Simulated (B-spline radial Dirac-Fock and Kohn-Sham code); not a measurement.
## The Ir atom: differential elastic cross section for electrons at 144 keV

Method: relativistic (Dirac) partial waves in the static field of the Dirac-Fock atom with Furness-McCarthy exchange, without polarisation or absorption potentials. Computed with an atomic code on a B-spline grid.

Input of the calculation (task.json; shells as n, l, electrons):

```json
{"items": [{
  "Z": 77,
  "q": 0,
  "cfg": [[1, 0, 2], [2, 0, 2], [2, 1, 6], [3, 0, 2], [3, 1, 6], [3, 2, 10], [4, 0, 2], [4, 1, 6], [4, 2, 10], [4, 3, 14], [5, 0, 2], [5, 1, 6], [5, 2, 7], [6, 0, 2]],
  "A": 193,
  "rrms": 5.4032,
  "do": "elastic",
  "energies": [[144000.0, 0]],
  "theta": [0, 10, 20, 30, 40, 50, 60, 70, 80, 90, 100, 110, 120, 130, 140, 150, 160, 170, 180]
}]}
```

Command: `python xray2_run.py task.json out`

```csv
θ (°),dσ/dΩ (Å²/sr),Sherman function
0,195,0.000
10,0.0470,0.002
20,0.00408,0.009
30,0.000979,0.015
40,0.000371,0.006
50,0.000182,-0.022
60,0.000104,-0.067
70,6.54e-05,-0.126
80,4.42e-05,-0.192
90,3.16e-05,-0.259
100,2.35e-05,-0.321
110,1.82e-05,-0.370
120,1.46e-05,-0.399
130,1.21e-05,-0.403
140,1.03e-05,-0.377
150,9.14e-06,-0.319
160,8.37e-06,-0.232
170,7.93e-06,-0.122
180,7.80e-06,0.000
```

The total elastic cross section is 0.173 Å², the first transport cross section 0.000786 Å² and the second, weighted with (3/2) sin²θ, 0.00182 Å². The mean deflection is ⟨1 − cos θ⟩ = 0.00454, and 0.059 % of the collisions scatter beyond 90°.
